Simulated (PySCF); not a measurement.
gallium atom (Ga), doublet; BP86/6-311G** in PySCF.

PySCF was given this input:
```python
from pyscf import gto, scf, dft

mol = gto.Mole()
mol.atom = '''
    Ga    0.00000000    0.00000000    0.00000000
'''
mol.basis = '6-311g**'
mol.spin = 1
mol.verbose = 4
mol.build()

mf = dft.UKS(mol)
mf.xc = 'bp86'
mf.kernel()
```

The log (banner, timings and long lists left out):

```
PySCF version 2.14.0

[INPUT] verbose = 4
[INPUT] num. atoms = 1
[INPUT] num. electrons = 31
[INPUT] charge = 0
[INPUT] spin (= nelec alpha-beta = 2S) = 1
[INPUT] symmetry False subgroup None
[INPUT] Mole.unit = angstrom
[INPUT] Symbol           X                Y                Z      unit          X                Y                Z       unit  Magmom
[INPUT]  1 Ga     0.000000000000   0.000000000000   0.000000000000 AA    0.000000000000   0.000000000000   0.000000000000 Bohr   0.0

nuclear repulsion = 0
number of shells = 18
number of NR pGTOs = 84
number of NR cGTOs = 44
basis = 6-311g**
ecp = {}

******** <class 'pyscf.dft.uks.UKS'> ********
method = UKS
initial guess = minao
damping factor = 0
level_shift factor = 0
DIIS = <class 'pyscf.scf.diis.CDIIS'>
diis_start_cycle = 1
diis_space = 8
diis_damp = 0
SCF conv_tol = 1e-09
SCF conv_tol_grad = None
SCF max_cycles = 50
direct_scf = True
direct_scf_tol = 1e-13
number electrons alpha = 16  beta = 15
XC library pyscf.dft.libxc version 7.1.2
    S. Lehtola, C. Steigemann, M. J. T. Oliveira, and M. A. L. Marques,  SoftwareX 7, 1–5 (2018)
XC functionals = bp86
    A. D. Becke,  Phys. Rev. A 38, 3098 (1988)
    J. P. Perdew,  Phys. Rev. B 33, 8822 (1986)
    J. P. Perdew,  Phys. Rev. B 34, 7406–7406 (1986)
radial grids:
    Treutler-Ahlrichs [JCP 102, 346 (1995); DOI:10.1063/1.469408] (M4) radial grids

becke partition: Becke, JCP 88, 2547 (1988); DOI:10.1063/1.454033
pruning grids: <function nwchem_prune>
grids dens level: 3
symmetrized grids: False
atomic radii adjust function: <function treutler_atomic_radii_adjust>
small_rho_cutoff = 0
Set gradient conv threshold to 3.16228e-05
tot grids = 20904
init E= -1923.41144550933

cycle= 1 E= -1924.9466967792  delta_E= -1.54  |g|= 1.26  |ddm|= 0.641
cycle= 2 E= -1924.82165838461  delta_E= 0.125  |g|= 1.26  |ddm|= 0.739
cycle= 3 E= -1925.01319919575  delta_E= -0.192  |g|= 0.399  |ddm|= 0.589
cycle= 4 E= -1925.03444645348  delta_E= -0.0212  |g|= 0.00393  |ddm|= 0.132
cycle= 5 E= -1925.0344487252  delta_E= -2.27e-06  |g|= 0.00189  |ddm|= 0.00557
cycle= 6 E= -1925.03444937296  delta_E= -6.48e-07  |g|= 0.000108  |ddm|= 0.00178
cycle= 7 E= -1925.03444937911  delta_E= -6.14e-09  |g|= 2.97e-06  |ddm|= 0.000262
cycle= 8 E= -1925.03444937916  delta_E= -5.43e-11  |g|= 1.93e-06  |ddm|= 3.55e-05
Extra cycle  E= -1925.0344493792  delta_E= -3.93e-11  |g|= 1.99e-06  |ddm|= 3.04e-05
converged SCF energy = -1925.0344493792  <S^2> = 0.75188009  2S+1 = 2.0018792
```
